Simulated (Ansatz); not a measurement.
Coupled-cluster diagnostics for V2S3, Ansatz.

Geometry of the singlet (PBE-D4/def2-SVP):

```xyz
5

V    -1.088   -1.212    0.758
V    -0.079   -0.039    0.066
S     1.453    1.340   -1.056
S    -1.765    0.651    1.629
S     1.479   -0.741   -1.397
```

Correlated methods freeze 25 core orbitals; core or outer-core shells of V are correlated, in sets that lack core-valence functions. No other spin state of charge 0 was run. Another isomer (singlet) lies 2.66 eV lower at PBE0-D4/def2-TZVP; other spin states weren't run for this one.

Question: Estimate the CCSD(T) correlation energy, the shares of MP2 and (T), T1 and the reference's ⟨S²⟩ for: charge 0, singlet, own geometry in def2-TZVP; and the rough time on 4 threads of Arm Neoverse V2 on a shared host.

Answer: 
```json
{"state": "charge 0, singlet, own geometry", "basis": "def2-TZVP", "correlation (eV)": "-45.495", "MP2 share (%)": "111.2", "(T) share (%)": "8.4", "T1": "0.051", "⟨S²⟩ (pure)": "0.00 (0.00)", "wall time": "4.2 min", "remarks": "flagged by the program, large T1 (0.051), stability undecided"}
```
Customary marks for T1 are 0.02 (closed shells), 0.045 (open shells) and about 0.05 (3d metals). T1 exceeds 0.02 in 1 of 1 rows and 0.045 in 1; the higher it lies, the less the single-reference result can be trusted.
